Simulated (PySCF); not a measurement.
Species: SnH2MeBr, CH5BrSn.
Bonds: Sn1–C4, Sn1–Br8. Hydrogens: H2, H3 on Sn1; H5, H6, H7 on C4.

Computed, not measured: PySCF 2.14.0, PBE0-D3(BJ)/def2-SVP geometry optimisation, gas phase, def2 core potentials past Kr.

**Question.** What internal coordinates does the optimisation give?

**Answer.** 
```csv
bond,length (Å)
"Sn1–H2, Sn1–H3",1.712
Sn1–C4,2.139
Sn1–Br8,2.504
"C4–H5, C4–H6, C4–H7",1.099
```

Bonds in one row agree within 0.01 Å and their mean is given. A selection of angles:
```csv
angle,degrees
H2–Sn1–H3,112.0
H2–Sn1–C4,113.9
H2–Sn1–Br8,105.8
C4–Sn1–Br8,104.4
Sn1–C4–H5,110.7
Sn1–C4–H6,108.8
H5–C4–H6,109.6
```

Sn1 (tin bonded to Br, C and 2 H) is distorted tetrahedral (angles from 104.4° to 114.0°).

Point group: Cs (every atom within 0.08 Å of its image). Not checked by PBE0-D3(BJ)/def2-SVP frequencies.

On Arm Neoverse V1, one thread, no GPU, shared host, this took 54 s wall. These figures are those of the optimisation.
